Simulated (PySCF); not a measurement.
Nuclear quadrupole coupling in `C#CC(=O)O[Si@H](C)F`

Species: C4H5FO2Si.
Structure used (GFN2-xTB), in Å, numbered top down from 1:
```xyz
13
C4H5FO2Si angstrom
C      3.6283   -0.7929   -0.0127
C      2.4470   -0.6887    0.1706
C      1.0271   -0.5898    0.4016
O      0.3644   -1.4569    0.9053
O      0.5378    0.5735   -0.0081
Si    -1.0517    1.0270    0.0779
C     -2.1510   -0.0563   -1.0065
F     -0.8976    2.4873   -0.5703
H      4.6631   -0.8802   -0.1739
H     -1.4398    1.2208    1.4602
H     -3.1759    0.3021   -1.0151
H     -2.1615   -1.0847   -0.6558
H     -1.7947   -0.0606   -2.0359
```

Field gradients from the PBE0/pcSseg-1 density (PySCF, non-relativistic), principal values in atomic units, ordered |Vxx| ≤ |Vyy| ≤ |Vzz|:

```json
{"atom": "O4", "Vxx": "0.6556", "Vyy": "0.9836", "Vzz": "-1.6391"}
{"atom": "O5", "Vxx": "-0.6210", "Vyy": "-0.7619", "Vzz": "1.3830"}
```

Question: Find the asymmetry η = (Vxx − Vyy)/Vzz and the couplings χ = eQV/h (234.96 MHz × Q in barn × V in au), with Q(17O) = −0.0256 b.

Answer: 
```json
{"atom": "O4", "environment": "carbonyl oxygen", "nucleus": "17O", "η": "0.20", "χzz (MHz)": "9.86", "χxx (MHz)": "-3.94", "χyy (MHz)": "-5.92"}
{"atom": "O5", "environment": "oxygen singly bound to a carbonyl carbon", "nucleus": "17O", "η": "0.10", "χzz (MHz)": "-8.32", "χxx (MHz)": "3.74", "χyy (MHz)": "4.58"}
```

Question: What is Vzz at O4 in SI units (1 au = 9.71736 × 10²¹ V/m²)?

Answer: -1.6391 au = -15.928 × 10²¹ V/m².

Question: What couplings would deuterons (Q(2H) = 0.00286 b) have in place of the hydrogens, at this geometry?

Answer: 
```tsv
atom	bonded to	bond length (Å)	Vzz (au)	η	χzz (kHz)
H9	C1	1.051	0.3880	0.02	261
H10	Si6	1.449	0.1664	0.02	112
H11	C7	1.086	0.3242	0.01	218
H12	C7	1.087	0.3191	0.01	214
H13	C7	1.089	0.3171	0.01	213
```

One conformer (not necessarily the lowest) at the GFN2-xTB geometry, without solvent, vibrations or thermal averaging. GFN2-xTB bond lengths can be off by several hundredths of an ångström, more for odd bonds, and the gradients follow them. With so small a basis the couplings can be 20 % off.
